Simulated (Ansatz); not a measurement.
Molecule: CdCl2, charge 0, multiplicity 1. 
Coordinates optimised at B3LYP-D3(BJ)/def2-TZVP (Ansatz, an electronic-structure program):
SMILES: [Cl][Cd][Cl]
```xyz
3

Cd     0.0000     0.0000     0.0000
Cl     0.0000     0.0000    -2.2851
Cl     0.0000     0.0000     2.2851
```

Quantity: atomisation energy (electronic, to ground-state atoms), in kJ/mol. Correlated levels leave the core frozen unless marked. Open shells are spin-unrestricted. Spin-orbit coupling is left out. Frozen are the shells of the preceding noble gas and the d and f shells that filled before the atom's block. Past Kr the def2 sets carry scalar-relativistic core potentials. STO-3G rows are all-electron and non-relativistic. The coupled-cluster limit lacks core correlation, which all-electron functionals hold. Basis-set limits of correlation are two-point, X^-3; Hartree-Fock from the larger set. [CCSD(T)-MP2]/basis is that difference in the basis named.

```
level             program  atomisation energy (kJ/mol)
----------------  -------  ---------------------------
SVWN5/def2-TZVPD   Ansatz                        650.6
PBE/def2-TZVPD     Ansatz                        554.4
```

Question: What does RI-MP2/CBS(def2-TZVPPD,def2-QZVPPD)+[CCSD(T)-MP2]/def2-TZVPPD (Ansatz) give?

Answer: 564.9 kJ/mol, so PBE/def2-TZVPD differs from it by -10.5 kJ/mol.
